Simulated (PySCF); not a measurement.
Species: C4H2F3NO.
Atom-mapped SMILES: `[N:1]#[C:2]/[CH:3]=[C:4](\[F:5])[O:6][CH:7]([F:8])[F:9]` (hydrogens: H10 on C3; H11 on C7)

Torsions of this conformer, `[N:1]#[C:2]/[CH:3]=[C:4](\[F:5])[O:6][CH:7]([F:8])[F:9]`: C3–C4–O6–C7 -154°, C4–O6–C7–F8 -170°.

The closed-shell ground state was solved at several levels (PySCF, density fitting, gas phase, non-relativistic). One conformer (not necessarily the lowest) at the PBE0-D3(BJ)/def2-SVP geometry, without solvent, vibrations or thermal averaging.

| level | basis functions | HOMO (eV) | LUMO (eV) | gap (eV) | dipole (D) |
| --- | --- | --- | --- | --- | --- |
| wB97X-D/def2-SVPD | 208 | -9.93 | 0.23 | 10.16 | 3.71 |
| KT3/pcSseg-2 | 352 | -6.85 | -2.31 | 4.54 | 3.79 |
| PBE0/pcSseg-1 | 163 | -8.04 | -1.42 | 6.62 | 3.74 |

(1) Estimate the row for B3LYP/pcJ-1, a basis of 263 functions; the other rows only guide the guess.

(2) Over all these levels, which gives the widest orbital gap and which the narrowest?

(3) How far do the dipole and the HOMO energy spread over the levels?

## Answers

(1) HOMO -7.81 eV, LUMO -1.65 eV, gap 6.16 eV, dipole 3.70 D.

(2) wB97X-D/def2-SVPD (range-separated hybrid) has the widest, 10.16 eV, and KT3/pcSseg-2 (GGA) the narrowest, 4.54 eV. Functional and basis both differ between the two, so the spread mixes both effects.

(3) The dipole runs from 3.70 to 3.79 D (mean 3.73 D) and the HOMO from -9.93 to -6.85 eV.
